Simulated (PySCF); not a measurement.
CH4Cl2Sn, SMILES [CH3][SnH]([Cl])[Cl].

Geometry: r2SCAN-D4/def2-SVP. The structure was generated by enumeration; whether it is a known compound was not checked. The def2 effective core potentials stand for the cores of Sn; spin–orbit coupling is left out.

Calculation: M06-2X/def2-TZVP in PySCF.

Symmetry labels are those of the subgroup Cs that the program uses (full group Cs).

Computed valence orbital energies around the gap with their symmetry:
```
orbital  symmetry  energy (eV)
-------  --------  -----------
HOMO−7         A'       -13.67
HOMO−6         A'       -11.64
HOMO−5         A"       -11.61
HOMO−4         A'       -11.30
HOMO−3         A"       -10.43
HOMO−2         A'       -10.37
HOMO−1         A"       -10.23
HOMO           A'        -9.85
LUMO           A'        -0.19
LUMO+1         A"         0.32
LUMO+2         A'         0.49
LUMO+3         A'         1.90
```
